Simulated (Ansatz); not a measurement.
Reaction (redistribution): `F[Si](F)(O[SiH3])O[SiH3]` + `[SiH3]Br` → `F[SiH](F)O[SiH3]` + `[SiH3]O[SiH2]Br`

Calculated with Ansatz (gas phase, PBE0-D4/def2-TZVP geometries, no zero-point term in ΔE). CCSD(T)/CBS is the MP2 limit (def2-TZVPP, def2-QZVPP) plus CCSD(T) − MP2 in def2-TZVPP, frozen cores. Functionals use def2-TZVPP. B3LYP here is the variant with VWN-RPA as its local correlation; programs differ in this. For Br outer-core shells are correlated without core-valence functions, which leaves a few kJ/mol of doubt a bond. Scalar relativity is left out up to krypton. One conformer a species, not always the lowest.

`F[Si](F)(O[SiH3])O[SiH3]`:

```xyz
13

F     1.473   -1.963   -1.226
Si    0.903   -0.505   -1.060
F     1.500    0.359   -2.234
O    -0.688   -0.520   -1.205
Si   -2.182   -0.774   -0.575
O     1.395    0.069    0.348
Si    1.371    1.217    1.521
H    -3.120    0.172   -1.222
H    -2.596   -2.172   -0.844
H    -2.149   -0.533    0.890
H     1.674    0.559    2.813
H     0.026    1.844    1.574
H     2.393    2.248    1.219
```

`[SiH3]Br`:

Z-matrix (Å, degrees):
```
Si
Br 1 2.219
H 1 1.480 2 108.4
H 1 1.481 2 108.4 3 -120.0
H 1 1.481 2 108.4 3 120.0
```

`F[SiH](F)O[SiH3]`:

Z-matrix (Å, degrees):
```
Si
F 1 1.582
O 1 1.599 2 110.0
F 1 1.582 2 106.6 3 119.3
H 1 1.464 2 109.5 3 -122.4
Si 3 1.645 1 153.2 2 58.6
H 6 1.483 3 109.5 1 60.1
H 6 1.483 3 109.5 1 -60.5
H 6 1.481 3 107.6 1 179.8
```

`[SiH3]O[SiH2]Br`:

```xyz
9

Si   -0.314   -1.365    0.720
O    -0.549   -0.057   -0.249
Si    0.062    1.354   -0.758
Br    2.281    1.297   -0.695
H    -0.105   -0.925    2.123
H     0.869   -2.131    0.257
H    -1.531   -2.204    0.630
H    -0.344    1.579   -2.159
H    -0.368    2.454    0.131
```

**Question.** Is it downhill or uphill in electronic energy at CCSD(T)/CBS, and by how much? (Estimate.)

**Answer.** Ansatz gave: Uphill: ΔE = +12.7 kJ/mol.

**Question.** What do these levels give: PBE-D4, B3LYP-D4, ωB97X-V, PBE, r2SCAN, SCS-MP2/def2-TZVPP, CCSD/def2-TZVPP, CCSD(T)/def2-TZVPP, HF/def2-QZVPP, SCS-MP2/def2-QZVPP, HF/CBS(def2), CCSD/CBS(def2)? (Estimate.)

**Answer.** Computed: PBE-D4 11.1, B3LYP-D4 13.4, ωB97X-V 13.0, PBE 9.1, r2SCAN 14.2, SCS-MP2/def2-TZVPP 9.9, CCSD/def2-TZVPP 15.5, CCSD(T)/def2-TZVPP 14.2, HF/def2-QZVPP 19.4, SCS-MP2/def2-QZVPP 9.3, HF/CBS(def2) 19.4, CCSD/CBS(def2) 14.0 kJ/mol.

Largest T1 diagnostic among the species: 0.012.

From PBE to PBE0 (25 % exact exchange), in def2-TZVPP and without D4, ΔE moves by +4.5 kJ/mol. In def2-TZVPP, CCSD(T) changes the Hartree–Fock value by −4.8 kJ/mol (the triples alone add −1.3 kJ/mol) and MP2 by −9.8 kJ/mol.
